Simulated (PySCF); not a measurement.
**MoH₂ to MoH₆: adding ligands**

Level: PBE0 in the def2-TZVP basis family, computed in PySCF with density fitting; scalar-relativistic core potentials for atoms from Rb on, none lighter, no spin–orbit coupling; open shells unrestricted.

Each entry is the lowest minimum that a search over a few typed start shapes (and spin states, where more than one is plausible) found, or that minimum re-optimised at the stated level; isomers with ligand–ligand bonds, or fragments after loss of a ligand pair, can lie lower.

Problem. Order by mean bond length to the first atom of the formula (for M2X and M3X the non-metal), shortest first (Å).
A. MoH₄
B. MoH₅
C. MoH₆
D. MoH₃
E. MoH₂

Solution. C (1.654), B (1.667), A (1.686), D (1.695), E (1.706).

Problem. Give point groups and multiplicities.

Solution. MoH₂ C2v quintet, MoH₃ C3v quartet, MoH₄ Td triplet, MoH₅ Cs doublet, MoH₆ C3v singlet.

The bond shortens at every step; the largest change, -0.019 Å, falls between MoH₄ and MoH₅ among the members listed.

The shape changes along the series: C2v for MoH₂; C3v for MoH₃; Td for MoH₄; Cs for MoH₅; C3v for MoH₆.

Left out of the table are members whose search was unfinished or whose lowest solution was spin-contaminated, unstable, very soft or bonded differently.

Open d and f shells are single-determinant solutions and may miss the true ground state.
